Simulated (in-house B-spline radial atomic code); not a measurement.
**Ionising Sr with different functionals**

Computed with a radial B-spline atomic code at the basis-set limit: non-relativistic Hamiltonian, point nucleus, spin-polarised at highest spin, spherical fractional occupations for the functionals, and exact exchange of hybrids averaged over the configuration. The ionisation energy is the difference of two self-consistent energies, [Kr] 5s2 → [Kr] 5s1, without Breit or QED terms; ε is the level of the shell that loses the electron (its least bound occupied spin orbital). There is no spin-orbit coupling in this Hamiltonian.

```csv
method,rung,ΔSCF (eV),-ε(5s) (eV)
PBE0,global hybrid,5.54,3.99
B3LYP,global hybrid,?,?
TPSSh,global hybrid,5.50,3.69
M06-2X,global hybrid,5.80,4.54
BHandHLYP,global hybrid,5.48,4.35
r2SCAN0,global hybrid,5.38,4.01
B97-1,global hybrid,5.73,3.82
HSE06,range-separated hybrid,?,?
wB97X,range-separated hybrid,5.77,5.49
CAM-B3LYP,range-separated hybrid,5.60,4.75
LC-wPBE,range-separated hybrid,5.36,5.50
```

(1) What does HSE06 give?

(2) What does B3LYP give?

(3) Among the functionals, which spreads more, the ΔSCF values or the orbital energies?

(4) How do they compare with the NIST value?

## Answers

(1) ΔSCF 5.54 eV, and -ε(5s) = 3.66 eV.

(2) ΔSCF 5.68 eV, and -ε(5s) = 3.88 eV.

(3) The orbital energies: ΔSCF values span about 0.45 eV and the orbital energies 1.84 eV; here energy differences depend much less on the functional than eigenvalues do.

(4) NIST lists 5.695 eV (measured, ground level to ground level). Errors run from -0.34 to +0.11 eV; B3LYP is closest (-0.02 eV), but part of that can be cancellation, since the calculations leave out relativity, Breit-QED terms.
